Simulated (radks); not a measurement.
Sm XIV, 49 electrons, occupied as [Kr] 4d10 4f0.75 5s2 5p0.25 (fractional occupations, a model configuration). Method: scalar-relativistic Kohn-Sham, SOGGA, spin-polarised, spherical densities, point nucleus; open shells are filled with parallel spins first (spin-orbit coupling, left out, can overturn this in heavy ions); computed with a radial shooting solver on a logarithmic mesh with Libxc functionals.

Local quantities along the radius. ELF = 1/(1 + alpha^2) is the electron localisation function; alpha = (tau - tau_W)/tau_unif compares the Pauli kinetic energy density with that of the uniform gas (summed over spins); -r V(r) is the screened charge that the Kohn-Sham potential of spin up presents (atomic units). tau is taken from the large components.

r (bohr),ELF,alpha,-r V(r)
0.001384,0.999,0.02450,61.56
0.001816,0.999,0.02588,61.41
0.002365,0.999,0.02817,61.22
0.003104,0.999,0.03197,60.97
0.004074,0.999,0.03812,60.64
0.005305,0.998,0.04793,60.22
0.006963,0.996,0.06538,59.67
0.009067,0.991,0.09663,58.99
0.0119,0.975,0.1613,58.11
0.0155,0.919,0.2978,57.04
0.02034,0.729,0.6093,55.68
0.0267,0.429,1.154,54.01
0.03477,0.326,1.438,52.07
0.04563,0.489,1.023,49.72
0.05942,0.705,0.6475,47.06
0.07799,0.723,0.6195,43.90
0.1024,0.480,1.042,40.36
0.1333,0.346,1.374,36.65
0.175,0.606,0.8069,32.72
0.2278,0.752,0.5743,28.90
0.2991,0.459,1.086,25.14
0.3925,0.233,1.816,21.68
0.5111,0.687,0.6748,18.83
0.6709,0.732,0.6056,16.45
0.8736,0.431,1.149,14.93
1.147,0.265,1.667,14.11
1.493,0.422,1.169,13.66
1.96,0.322,1.452,13.48
2.572,0.014,8.501,13.21

On this mesh the ELF has minima near r = 0.035, 0.13, 0.39, 1.1 bohr, which separate the shells, and maxima near 0.068 (0.74), 0.23 (0.75), 0.59 (0.77), 1.7 (0.45).
